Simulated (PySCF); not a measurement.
Gas-phase reaction: TiF₄ + 2 Cl₂ ⇌ TiCl₄ + 2 F₂

Computed with PySCF and rigid-rotor harmonic-oscillator thermochemistry at 1 bar. † marks an energy on the PBE0/def2-TZVP geometry and frequencies; other levels use their own. CCSD(T) freezes the core. 6-31G* has spherical d functions here. All species are closed-shell singlets. B3LYP is the form with VWN-RPA correlation. CCSD(T) isn't extrapolated to the basis-set limit. Warning, large T1 diagnostic: TiCl₄, TiF₄ (CCSD(T)/def2-SVP†).

```csv
level,"ΔH°(298 K), kJ"
B3LYP/6-31G*,…
CCSD(T)/def2-SVP†,755
PBE0/def2-SVP†,…
PBE0/def2-TZVP,804
r2SCAN/def2-TZVP†,787
ωB97M-V/def2-TZVP†,…
ωB97X-V/def2-TZVP†,820
```

Task: Fill in the missing entries.

Result: 
- B3LYP/6-31G*, ΔH°(298 K), kJ: 810
- PBE0/def2-SVP†, ΔH°(298 K), kJ: 764
- ωB97M-V/def2-TZVP†, ΔH°(298 K), kJ: 816
